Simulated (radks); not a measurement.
Question: All-electron atom: the tantalum ion Ta29+ in [Kr] 4d8 (the NIST ground configuration). All-electron calculation, Dirac Kohn-Sham, PBE, spin-unpolarised, spherical densities, point nucleus; open shells are shared between the two j in proportion to 2j + 1. Program: a radial shooting solver on a logarithmic mesh with Libxc functionals. Some entries of the table are withheld. Estimate them.

| orbital | occ. | eigenvalue (eV) | <r^2> (bohr^2) | <r> (bohr) |
|---|---|---|---|---|
| 1s1/2 | 2 | -68316.46 | 0.0004786 | 0.01866 |
| 2s1/2 | 2 | -12595.68 | 0.007319 | 0.07835 |
| 2p1/2 | 2 | -12080.88 | 0.005237 | 0.06489 |
| 2p3/2 | 4 | -10811.51 | 0.006441 | 0.07274 |
| 3s1/2 | 2 | (1) | 0.04740 | 0.2034 |
| 3p1/2 | 2 | (2) | 0.04353 | 0.1934 |
| 3p3/2 | 4 | (3) | 0.04992 | 0.2075 |
| 3d3/2 | 4 | -2804.688 | 0.03874 | 0.1818 |
| 3d5/2 | 6 | -2744.606 | 0.04048 | 0.1861 |
| 4s1/2 | 2 | -1484.719 | 0.2069 | 0.4288 |
| 4p1/2 | 2 | -1389.021 | 0.2080 | 0.4284 |
| 4p3/2 | 4 | -1311.361 | 0.2312 | 0.4521 |
| 4d3/2 | 3.2 | -1154.517 | 0.2292 | 0.4474 |
| 4d5/2 | 4.8 | -1138.447 | 0.2360 | 0.4543 |

Answer: 
(1) 3s1/2 eigenvalue (eV): -3687.530
(2) 3p1/2 eigenvalue (eV): -3460.926
(3) 3p3/2 eigenvalue (eV): -3184.727
